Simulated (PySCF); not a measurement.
Planning a core-ionisation job on `N[CH2][GeH2][NH2]`.

Method: delta-SCF UKS HF, pcX-2 on the ionised atom, pcseg-1 elsewhere, spin-free X2C (PySCF 2.14.0). Geometry: PBE0-D3(BJ)/def2-SVP. Work: ΔSCF core ionisation, 3 holes, density fitting. The input is one job of a driver script: a line of settings, then coordinates in Å.

Command:
```bash
OMP_NUM_THREADS=1 python probes_run.py task.json out
```

Input:
```
{"job": {"kind": "xps", "xc": "HF"}, "charge": 0, "multiplicity": 1}
N     -1.221666    -0.558945     0.976419
C     -1.144209     0.492102    -0.021512
Ge     0.544378     0.222945    -0.983757
N      1.722196    -0.362376     0.316693
H     -2.080638    -0.494033     1.518933
H     -0.446810    -0.459447     1.630612
H     -1.187027     1.531100     0.367437
H     -1.970022     0.388159    -0.744122
H      0.360742    -0.793193    -2.136695
H      1.130187     1.535406    -1.545603
H      1.638078    -1.359119     0.504631
H      2.697492    -0.169532     0.105318
```

Hardware: one thread, Arm Neoverse V1 (aarch64), no GPU, on a shared host. PySCF's memory limit was set to 1760 MB.

The basis has 140 functions.

**Question.** What wall time should be expected on this hardware?

**Answer.** About 13 s. The run took 42 SCF cycles in all, 4.3 s a hole on average.

**Question.** Estimate the peak memory.

**Answer.** About 0.48 GiB. Peak memory is the resident size of the whole Python process, interpreter and libraries included.

**Question.** At this speed, how long would 1000 such jobs take on 32 cores, one job a core?

**Answer.** 1000/32 gives 32 rounds of 13 s, about 6.9 min of wall time and 3.6 core-hours, if the jobs don't slow each other.

Other jobs ran on the host; a repeat could differ by tens of per cent or more.
